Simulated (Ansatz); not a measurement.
Job for Ansatz (an electronic-structure program): U-CCSD(T)/def2-TZVPP on N2-, 2S+1 = 2, a spin state set in the input, which need not be the lowest, a point of a bond scan (R = 1.187 Å). Charge -1.

Ansatz 0.2 input:
```yaml
crystal:
  periodic: [false, false, false]
  atoms:
    - {symbol: N, position_ang: [0.00000000, 0.00000000, 0.00000000]}
    - {symbol: N, position_ang: [0.00000000, 0.00000000, 1.18695800]}
basis:
  gaussian:
    orbitals: def2-TZVPP
    pivot_positions_ang: [[0.00000000, 0.00000000, 0.00000000], [0.00000000, 0.00000000, 1.18695800]]
total_charge: -1
magnetization: {spin_polarized: true, initial_magnetization: 1}
correlation: {method: ccsd_t, electrons: valence}
output: {orbitals: {seedname: ./end}}
```

It printed:

```
WARN ansatz: RAYON_NUM_THREADS=1 ignored (pool sized by the plan → 1); use --threads N
Functional definition: HF
integrals: 0.04 GiB planned
437 factors; integrals over basis functions are off by at most 3.4e-4 eV
mean field: 0.10 GiB planned
mean field evaluation 1: about -2961.4731 eV, gradient 1.6e1 eV
mean field evaluation 2: about -2961.4755 eV, gradient 1.6e1 eV
mean field evaluation 4: about -2962.8271 eV, gradient 1.5e0 eV
mean field evaluation 8: about -2962.8524 eV, gradient 4.3e-4 eV
mean field evaluation 16: about -2962.8501 eV, gradient 1.5e-1 eV
mean field evaluation 32: about -2962.7787 eV, gradient 8.2e-1 eV
mean field -2962.85244216 eV, -108.8828189558 hartree, gradient 2.5e-6 eV, S^2 0.765761; 4 other end points of the search recorded, 0 dependent functions left out
2 core orbitals not correlated
reference -2962.85244216 eV, -108.8828189558 hartree; 6, 5 occupied and 54, 55 virtual orbitals, 437 factors
second order -10.34097467 eV of doubles, -0.00000000 eV of singles
coupled cluster: 0.17 GiB planned
cycle   1  -10.02644137 eV  change    3.1e-1 eV  update   8.2e-2
cycle   2  -10.37524462 eV  change   -3.5e-1 eV  update   2.5e-2
cycle   3  -10.43784967 eV  change   -6.3e-2 eV  update   1.1e-2
cycle   4  -10.43716939 eV  change    6.8e-4 eV  update   2.7e-3
cycle   5  -10.43686580 eV  change    3.0e-4 eV  update   7.1e-4
cycle   6  -10.43688578 eV  change   -2.0e-5 eV  update   1.8e-4
cycle   7  -10.43698579 eV  change   -1.0e-4 eV  update   4.3e-5
cycle   8  -10.43699191 eV  change   -6.1e-6 eV  update   1.2e-5
perturbative correction -0.51435310 eV, -0.0189021279 hartree
Total energy: -2973.80378717 eV, -109.2852734620 hartree
```

Self-consistency was reached.

Cost: around 3 core-seconds (rough).
